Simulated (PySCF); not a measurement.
# Two-component Hartree-Fock for I⁺ (iodine, charge +1)

Start: [Kr] 4d10 5s1 5p5; 5s1/2 filled at m_j = +1/2; 5p1/2 filled at m_j = -1/2, +1/2; 5p3/2 filled at m_j = -1/2, +1/2, +3/2. Calculated with PySCF 2.14 in x2c-TZVPall-2c (8s9p5d2f, 74 functions): generalised Hartree-Fock with the X2C-1e Hamiltonian and a Gaussian nucleus; one run each with spin-orbit coupling (SO) switched off, then screened by Boettger's factors. This is a chosen level, not necessarily the ground level.

```json
{"spinor shell": "1s1/2", "electrons": "2", "ε, spin-free (eV)": "-33345.4", "ε, screened SO (eV)": "-33341.6", "weight of nominal j (screened SO)": "1.000", "rms radius, screened SO (bohr)": "0.0311"}
{"spinor shell": "2s1/2", "electrons": "2", "ε, spin-free (eV)": "-5261.2", "ε, screened SO (eV)": "-5260.1", "weight of nominal j (screened SO)": "1.000", "rms radius, screened SO (bohr)": "0.127"}
{"spinor shell": "2p1/2", "electrons": "2", "ε, spin-free (eV)": "-4716.3", "ε, screened SO (eV)": "-4924.0", "weight of nominal j (screened SO)": "1.000", "rms radius, screened SO (bohr)": "0.109"}
{"spinor shell": "2p3/2", "electrons": "4", "ε, spin-free (eV)": "-4716.3", "ε, screened SO (eV)": "-4622.6", "weight of nominal j (screened SO)": "1.000", "rms radius, screened SO (bohr)": "0.115"}
{"spinor shell": "3s1/2", "electrons": "2", "ε, spin-free (eV)": "-1113.5", "ε, screened SO (eV)": "-1113.1", "weight of nominal j (screened SO)": "1.000", "rms radius, screened SO (bohr)": "0.334"}
{"spinor shell": "3p1/2", "electrons": "2", "ε, spin-free (eV)": "-932.82", "ε, screened SO (eV)": "-972.96", "weight of nominal j (screened SO)": "1.000", "rms radius, screened SO (bohr)": "0.327"}
{"spinor shell": "3p3/2", "electrons": "4", "ε, spin-free (eV)": "-932.82", "ε, screened SO (eV)": "-914.44", "weight of nominal j (screened SO)": "1.000", "rms radius, screened SO (bohr)": "0.338"}
{"spinor shell": "3d3/2", "electrons": "4", "ε, spin-free (eV)": "-662.50", "ε, screened SO (eV)": "-669.46", "weight of nominal j (screened SO)": "1.000", "rms radius, screened SO (bohr)": "0.311"}
{"spinor shell": "3d5/2", "electrons": "6", "ε, spin-free (eV)": "-662.50", "ε, screened SO (eV)": "-657.40", "weight of nominal j (screened SO)": "1.000", "rms radius, screened SO (bohr)": "0.314"}
{"spinor shell": "4s1/2", "electrons": "2", "ε, spin-free (eV)": "-222.16", "ε, screened SO (eV)": "-221.97", "weight of nominal j (screened SO)": "1.000", "rms radius, screened SO (bohr)": "0.788"}
{"spinor shell": "4p1/2", "electrons": "2", "ε, spin-free (eV)": "-163.10", "ε, screened SO (eV)": "-170.96", "weight of nominal j (screened SO)": "1.000", "rms radius, screened SO (bohr)": "0.826"}
{"spinor shell": "4d3/2", "electrons": "4", "ε, spin-free (eV)": "-73.866", "ε, screened SO (eV)": "-74.881", "weight of nominal j (screened SO)": "0.989", "rms radius, screened SO (bohr)": "0.985"}
{"spinor shell": "4d5/2", "electrons": "6", "ε, spin-free (eV)": "-73.866", "ε, screened SO (eV)": "-72.950", "weight of nominal j (screened SO)": "0.993", "rms radius, screened SO (bohr)": "0.994"}
{"spinor shell": "5s1/2", "electrons": "1", "ε, spin-free (eV)": "-36.114", "ε, screened SO (eV)": "-36.016", "weight of nominal j (screened SO)": "1.000", "rms radius, screened SO (bohr)": "2.06"}
{"spinor shell": "5p1/2", "electrons": "2", "ε, spin-free (eV)": "-19.768", "ε, screened SO (eV)": "-21.545", "weight of nominal j (screened SO)": "0.649", "rms radius, screened SO (bohr)": "2.42"}
{"spinor shell": "5p3/2", "electrons": "3", "ε, spin-free (eV)": "-19.768", "ε, screened SO (eV)": "-18.671", "weight of nominal j (screened SO)": "0.766", "rms radius, screened SO (bohr)": "2.56"}
```

(1) Where does 4p3/2 lie, and what is the 4p spin-orbit splitting (screened SO)?

| quantity | spin-free | screened SO |
| --- | --- | --- |
| E (hartree) | -7110.85858 | -7113.00599 |
| M_J | 2 | 2 |
| ⟨J²⟩ | 6.020 | 6.020 |
| ⟨L²⟩ | 2.005 | 2.031 |
| ⟨S²⟩ | 2.015 | 2.036 |

Each row is a mean over spinors that exchange with the open shell spreads, by up to 3.794 eV (5p3/2).

Rows whose weight is well below 1 are mixtures of j = l ± 1/2: exchange outweighs spin-orbit coupling there, and the label is only the starting occupation.

Breit and QED terms are absent; they matter most for the inner s and p1/2 levels.

Densities and radii are taken from the X2C orbitals without a picture-change correction, which distorts them close to the nucleus.

Without spin-orbit coupling the j labels of p, d and f shells carry no meaning; the spin-free column gives the mean over the occupied spinors of each nl shell.

Answers

(1) At -159.35 eV, 11.604 eV above 4p1/2.
